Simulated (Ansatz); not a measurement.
Mulliken charges of `[OH][Ti]([OH])([OH])[Cl]` from r2SCAN/def2-TZVPP in Ansatz (PBE0-D4/def2-TZVP geometry).

```json
{"atom": "O1", "x (Å)": "-1.001", "y (Å)": "0.929", "z (Å)": "1.002", "charge (e)": "-0.469"}
{"atom": "Ti2", "x (Å)": "0.115", "y (Å)": "0.159", "z (Å)": "-0.151", "charge (e)": "1.062"}
{"atom": "O3", "x (Å)": "1.752", "y (Å)": "0.150", "z (Å)": "0.563", "charge (e)": "-0.460"}
{"atom": "O4", "x (Å)": "-0.378", "y (Å)": "-1.514", "z (Å)": "-0.511", "charge (e)": "-0.471"}
{"atom": "Cl5", "x (Å)": "0.081", "y (Å)": "1.320", "z (Å)": "-2.043", "charge (e)": "-0.293"}
{"atom": "H6", "x (Å)": "-1.787", "y (Å)": "1.470", "z (Å)": "0.913", "charge (e)": "0.212"}
{"atom": "H7", "x (Å)": "2.446", "y (Å)": "-0.507", "z (Å)": "0.489", "charge (e)": "0.209"}
{"atom": "H8", "x (Å)": "-1.137", "y (Å)": "-2.064", "z (Å)": "-0.317", "charge (e)": "0.210"}
```

Task: By hand: the dipole of these point charges (1 e Å = 4.8032 D).

Result: Σ q r = (-0.166, -0.237, 0.179) e Å, of length 0.340 e Å = 1.63 D.

Task: How does the dipole of the full density compare? (An estimate is asked.)

Result: Computed: (-0.290, -0.391, 0.268) e Å, 2.67 D; the point charges give 0.61 times that, at 3° from its direction.

Point charges leave out the atoms' own dipoles, such as those of lone pairs, and Mulliken's split depends on the basis, so the two needn't agree.
